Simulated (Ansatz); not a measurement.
Cost and result up the ladder for (H3Ge)2CH2 (CH₈Ge₂) (11 atoms). Charge 0, multiplicity 1. Geometry: r2SCAN-D4/def2-SVP.

```xyz
11

Ge    0.7578   -0.9032   -1.1742
H     1.6270   -2.1725   -1.1678
H     1.5676    0.2519   -1.7857
H    -0.4832   -1.1534   -2.0468
C     0.2083   -0.4418    0.6473
Ge   -0.8865    1.1763    0.7741
H    -0.0969    2.3844    0.2441
H    -2.1631    1.0123   -0.0671
H    -1.2840    1.4428    2.2361
H     1.1101   -0.3092    1.2679
H    -0.3571   -1.2877    1.0721
```

Ansatz on 4 threads of Arm Neoverse V1 on a shared host. Times are rough, and most runs start from the orbitals of an earlier one. ωB97M-V/def2-TZVP serves as the yardstick here, not as an exact answer. Differences are given only for rows in sets of like size (and for xTB, whose basis is part of the method), since another set adds its own error. Binding counts from free atoms at the same level (Ge triplet, H doublet, C triplet; other spins of the atoms weren't run), without zero-point energy or a counterpoise term.

The 6-31G sets use Cartesian d functions. B3LYP takes the VWN-RPA correlation. HSE06 is defined as in plane-wave codes, on full-range PBE exchange. Correlated methods freeze 19 core orbitals; core or outer-core shells of Ge are correlated, in sets that lack core-valence functions.

Correlated methods converge slowly with the basis.

```csv
level,functions,binding energy per atom (eV),difference from ωB97M-V/def2-TZVP (eV)
PBE0-D4/def2-TZVP,175,3.03,-0.01
B3LYP-D4/6-31G,83,3.01,–
ωB97X-V/def2-TZVP,175,3.08,0.04
HF/STO-3G,49,3.46,–
PBE-D4/def2-TZVP (with forces),175,3.03,-0.01
ωB97M-V/def2-TZVP,175,3.04,0.00
HF/def2-TZVP,175,2.29,-0.75
r2SCAN-D4/def2-TZVPD,217,3.06,0.02
r2SCAN-D4/def2-TZVP,175,3.06,0.02
CCSD(T)/def2-TZVP,175,2.98,-0.07
revPBE-D4/def2-TZVP,175,2.98,-0.06
PBE-D4/def2-TZVPD,217,3.03,-0.01
HSE06-D4/def2-TZVP,175,3.03,-0.01
B97M-V/def2-TZVP,175,3.10,0.05
```

(1) Estimate how long each takes.

Answers

(1) HF/STO-3G 0.2 s; B3LYP-D4/6-31G 1.1 s; HF/def2-TZVP 1.4 s; revPBE-D4/def2-TZVP 1.6 s; PBE-D4/def2-TZVP (with forces) 1.9 s; PBE0-D4/def2-TZVP 2.3 s; PBE-D4/def2-TZVPD 2.4 s; HSE06-D4/def2-TZVP 2.4 s; r2SCAN-D4/def2-TZVP 3.6 s; r2SCAN-D4/def2-TZVPD 5.5 s; ωB97X-V/def2-TZVP 6.5 s; B97M-V/def2-TZVP 7 s; ωB97M-V/def2-TZVP 7.5 s; CCSD(T)/def2-TZVP 47 s. On shared hardware such times vary by a factor of up to 3.
